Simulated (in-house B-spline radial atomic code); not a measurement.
Results of a calculation; reference values are marked as such.
Building a PAW s channel for Mg, r_c = 2.24 bohr

Mg, [Ne] 3s2, non-relativistic LDA (VWN5), spherical and spin-unpolarised, from an all-electron radial atomic-structure program (B-spline basis) (atomic units; all potentials screened as in the neutral atom).

Two all-electron partial waves φ1, φ2 are integrated outwards at E1 = ε(3s) = -0.175427 and E2 = E1 + 1 hartree; φ1 is the bound orbital and φ2 has unit norm inside r_c = 2.2446 bohr. Smooth partners are polynomials, r^1(a0 + a1 r² + a2 r⁴ + a3 r⁶), matched to φ and three derivatives at r_c, with no condition on the norm. The local potential is -2.75294 + (1.2519) r² + (-0.255818) r⁴ + (0.0193962) r⁶ inside 1.8377 bohr and the all-electron one outside.

| wave | φ(r_c) | φ'(r_c) | a0 | a1 | a2 | a3 |
| --- | --- | --- | --- | --- | --- | --- |
| 1 | 0.5861601 | 0.08685901 | 0.2212462 | 0.05083241 | -0.01203079 | 0.0006972958 |
| 2 | 0.4493726 | -1.555863 | 1.158449 | -0.1570868 | -0.01630169 | 0.00193138 |

Inside r_c the overlaps are <φi φj> = [[0.25647, 0.47551], [0.47551, 1.00000]] and, for the smooth waves, [[0.28298, 0.60454], [0.60454, 1.55891]]. With χj = (Ej − T − V_local) applied to smooth wave j, the program's quadrature gives the matrix B_ij = <smooth i, χj> as [[0.15155, 0.62353], [0.49450, 2.07879]].

Problem. Check the match of the first wave, and find the augmentation charges q_ij.

Solution. At r_c the four terms are 0.49661, 0.57485, -0.68547, 0.20017, which sum to 0.5862, φ1(r_c) to rounding. q_ij is the all-electron overlap less the smooth one: [[-0.02651, -0.12903], [-0.12903, -0.55891]]. The smooth first wave has a norm of 0.2830 inside r_c against 0.2565, so q11 is negative and must stay small enough for the overlap operator to be positive.

Problem. B isn't symmetric. Show that D_ij = B_ij + Ej q_ij is.

Solution. Integrating by parts gives B12 − B21 = (E1 − E2) q12: 0.62353 − (0.49450) = 0.12903, and −1 × (-0.12903) = 0.12903. So D12 = 0.62353 + (0.824573)(-0.12903) = 0.51713 and D21 = 0.49450 + (-0.175427)(-0.12903) = 0.51713; D11 = 0.15619, D22 = 1.61793. The projectors, p = (B⁻¹)ᵀ χ, are dual to the smooth waves; det B = 0.0067.

Solving (T + V_local + Σ p D p) ψ = E (1 + Σ p q p) ψ in a sphere of 9 bohr, whose wall lifts the free-atom level a little, gives these levels:

```csv
all-electron,one projector,two projectors
-0.174691,-0.174691,-0.174691
0.091399,0.090431,0.091338
0.431077,0.420425,0.430626
0.921993,0.845655,0.581317
1.555010,1.240010,0.922042
```

Problem. What does the second projector gain?

Solution. With one projector the errors are 0.00, -0.97, -10.65, -76.34 millihartree, and the level at 1.2400 is out of step with the all-electron series: an extra state, or one far too low, so the pairing ends there. With two the errors are 0.00, -0.06, -0.45 millihartree, and the level at 0.5813 is out of step with the all-electron series: an extra state, or one far too low, so the pairing ends there; skipping it, the next levels are off by +0.0 millihartree. The lowest eigenvalue of the overlap operator is 0.77 with one and 0.05933 with two projectors. The smooth orbital alone needs a cutoff of 2.88 hartree for 1 millihartree of kinetic energy, against 3.92 for a norm-conserving Troullier-Martins orbital of the same radius, which is no gain while the set fails.
